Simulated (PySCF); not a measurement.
A species of formula C6H16Si2 has this rotational fingerprint, computed with PBE0/pcSseg-1 in PySCF (dipole) on a GFN2-xTB geometry, gas phase:

- Rotational constants: A = 1510, B = 908.6, C = 676.0 MHz
- Dipole components: |μa| = 0.87 D, |μb| = 0.98 D, |μc| = 0.40 D
- Inertial defect: -143.40 u·Å²
- κ: -0.44

Question: Which structure is it? (One computed conformer of each.)
A. `[CH3:1][CH2:2][CH2:3]/[C:4](=[CH:5]\[SiH3:6])[CH2:7][SiH3:8]` with C1–C2–C3–C4 179°, C2–C3–C4–C5 -94°, C3–C4–C7–Si8 85°
B. `[CH3:1][CH:2]([CH3:3])[Si@H:4]1[CH2:5][CH2:6][CH2:7][SiH2:8]1` with C1–C2–Si4–C5 62°, C2–Si4–C5–C6 149°, Si4–C5–C6–C7 -53°, C5–C6–C7–Si8 53°, C6–C7–Si8–Si4 -26°
C. `[CH3:1][Si@@H:2]([CH2:3][SiH3:4])[CH:5]1[CH2:6][CH2:7][CH2:8]1` with C1–Si2–C3–Si4 67°, C1–Si2–C5–C6 -42°, Si2–C5–C6–C7 106°, C5–C6–C7–C8 11°, C6–C7–C8–C5 -11°, Si2–C5–C8–C7 -107°
D. `[CH3:1][CH:2]([CH3:3])/[C:4](=[CH:5]\[SiH3:6])[CH2:7][SiH3:8]` with C1–C2–C4–C5 127°, C2–C4–C7–Si8 104°

Answer: D. It is CC(C)/C(=C\[SiH3])C[SiH3], an asymmetric top, point group C1. The candidates at the same level (rigid rotor, commonest isotopes):

```csv
SMILES,A (MHz),B (MHz),C (MHz),μa (D),μb (D),μc (D),Δ (u·Å²),point group,rotor
CC(C)[Si@H]1CCC[SiH2]1,2310,904.6,709.1,0.26,0.58,0.52,-64.73,C1,asymmetric top
CC(C)/C(=C\[SiH3])C[SiH3],1510,908.6,676.0,0.87,0.98,0.40,-143.40,C1,asymmetric top
C[Si@@H](C[SiH3])C1CCC1,2022,875.7,758.7,0.29,0.08,0.06,-160.92,C1,asymmetric top
CCC/C(=C\[SiH3])C[SiH3],1270,883.4,573.2,0.56,1.14,0.49,-88.29,C1,asymmetric top
```

`CC(C)[Si@H]1CCC[SiH2]1` has A 53 % too high; `CCC/C(=C\[SiH3])C[SiH3]` has A 16 % too low; `C[Si@@H](C[SiH3])C1CCC1` has A 34 % too high. No structure here is proved a minimum.
